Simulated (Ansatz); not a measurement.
H8NSi3, SMILES [SiH2]N([SiH3])[SiH3] (connectivity only; charge and spin as stated), charge +1, multiplicity 1.

The structure is a stationary point at PBE-D3(BJ)/def2-SVP. The spin state was assumed, not searched. The isomer is the one that the SMILES or the coordinates give; other isomers of the formula were not compared.

Two levels are set side by side: PBE/def2-SVPD (Ansatz, a program for electronic structure) and CAM-B3LYP/def2-SVPD (Ansatz). Energy differences of separate SCF runs at the same geometry; the states with an electron removed or added have multiplicity 2 and 2. Differences are taken from unrounded values.

```
quantity                           CAM-B3LYP    PBE  PBE minus CAM-B3LYP
---------------------------------  ---------  -----  -------------------
vertical ionisation energy (eV)        15.34  14.82                -0.53
vertical electron affinity (eV)         5.74   5.76                 0.02
vertical singlet–triplet gap (eV)       4.04   3.80                -0.24
```
